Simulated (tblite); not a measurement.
Compound: C7H11Cl.
Structure used (GFN2-xTB), in Å, numbered top down from 1:
```
atom  x, y, z in Å
Cl1    0.1695   -2.5786   -1.0496
C2    -0.0523   -0.8729   -0.5958
C3    -1.4236   -0.6364    0.0261
C4    -1.1951    0.5256    0.9951
C5     0.2027    0.2627    1.5626
C6     0.9913   -0.2790    0.3756
C7     1.3775    0.7558   -0.6984
C8     0.3839    0.1187   -1.6831
H9    -2.1809   -0.4196   -0.7263
H10   -1.7293   -1.5268    0.5769
H11   -1.2081    1.4717    0.4529
H12   -1.9567    0.5664    1.7720
H13    0.6581    1.1597    1.9812
H14    0.1492   -0.4947    2.3461
H15    1.8021   -0.9413    0.6710
H16    1.1432    1.7816   -0.4234
H17    2.4165    0.7040   -1.0150
H18   -0.4142    0.7692   -2.0362
H19    0.8562   -0.3572   -2.5390
```

Method: GFN2-xTB as coded in tblite; computed harmonic values from a numerical Hessian at the method's own geometry, unscaled. This tight-binding method is rough: wavenumbers can miss measured ones by several per cent, in bad cases by 10 to 20. One conformer, not necessarily the lowest.

Harmonic wavenumbers (cm⁻¹): 97.7, 204.5, 219.3, 284.0, 341.6, 394.0, 446.5, 584.9, 593.0, 785.5, 805.5, 841.3, 866.5, 910.2, 943.3, 970.6, 998.5, 1011.6, 1040.2, 1048.8, 1070.0, 1107.6, 1151.6, 1163.5, 1167.9, 1183.9, 1201.1, 1203.0, 1235.3, 1251.4, 1257.5, 1288.2, 1303.9, 1310.5, 1320.1, 1459.6, 1476.4, 1478.6, 1481.4, 1500.2, 2980.5, 2987.7, 2997.4, 3000.2, 3002.5, 3005.7, 3006.9, 3016.2, 3017.2, 3022.2, 3028.8.

A = 2599, B = 1556, C = 1292 MHz; mass 130.055 u (most abundant isotopes); point group C1, symmetry number 1.

Q: Zero-point energy?

A: ½Σν̃ = 36032 cm⁻¹ = 431.04 kJ/mol.

Q: Give the ideal-gas entropy at 298.15 K and 1 bar in the rigid-rotor, harmonic-oscillator model (classical rotation).

A: Translation 169.57, rotation 119.29, vibration 63.31: S = 352.2 J/(mol K).

Q: And Cp and H(298.15 K) − H(0)?

A: Cp = 127.23 J/(mol K), of which vibrations give 93.98 (their classical limit is 51 R = 424.0); H(298.15 K) − H(0) = 21.43 kJ/mol without the zero-point energy, 11.51 from vibrations.

Q: What must be added to the electronic energy to get the Gibbs energy at 298.15 K and 1 bar?

A: ZPE + [H(298.15 K) − H(0)] − T·S = 431.04 + 21.43 − 105.00 = 347.47 kJ/mol.

Q: How do the functions run with temperature in this model?

A: 
| T (K) | S (J/(mol K)) | Cp (J/(mol K)) | H − H(0) (kJ/mol) | G − H(0) (kJ/mol) | ln q(vib) |
| --- | --- | --- | --- | --- | --- |
| 100 | 263.4 | 54.1 | 4.08 | -22.27 | 0.41 |
| 200 | 310.5 | 86.1 | 11.04 | -51.05 | 1.55 |
| 300 | 353.0 | 128.1 | 21.66 | -84.22 | 3.00 |
| 500 | 439.5 | 214.7 | 56.28 | -163.45 | 6.51 |
| 800 | 560.5 | 298.9 | 134.53 | -313.88 | 12.50 |
| 1000 | 631.2 | 334.5 | 198.06 | -433.18 | 16.52 |

q(vib) and H(0) count from the zero-point level.

Hindered rotation and anharmonicity are outside this model. Other conformers, if any are populated, would add a mixing term that is left out. The structure is chiral; the term R ln 2 for an equal mix with its mirror image is left out.

Run on one thread of an x86-64 server, on a shared host. This covers the Hessian and the dipole derivatives.
